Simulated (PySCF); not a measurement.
# How methods differ on the ionisation energy of Ce⁴⁸⁺

Ce⁴⁸⁺ [Ne] (1S) → Ce⁴⁹⁺ [He] 2s2 2p5 (2P), as a difference of total energies. All numbers are calculated (PySCF 2.14, the spin-free X2C one-electron Hamiltonian (Gaussian nucleus), in an uncontracted even-tempered set (17 s from 25 bohr⁻², ratio 2.5; 11 p from 32 bohr⁻², ratio 2.5; 5 d from 130 bohr⁻², ratio 2.7; 4 f from 200 bohr⁻², ratio 2.7)). Correlated levels: nothing frozen; virtual orbitals above 40 to 60 times the deepest correlated orbital energy dropped. The calculations carry no spin-orbit coupling.

| method | ionisation energy (eV) |
| --- | --- |
| UHF | 9175.7 |
| MP2 (all electrons) | 9177.4 |
| SCS-MP2 (all electrons) | 9177.2 |
| CCSD (all electrons) | 9177.3 |
| CCSD(T) (all electrons) | 9177.3 |

A first-order spin-orbit estimate (lowest level to lowest level, LS coupling) adds -147.0 eV.

For this ion Breit and QED terms and the two-electron picture change, all absent here, outweigh the differences among the correlated methods.

For comparison: 9020 ± 4 eV (theoretical estimate listed by NIST; NIST Atomic Spectra Database, ionization energies).
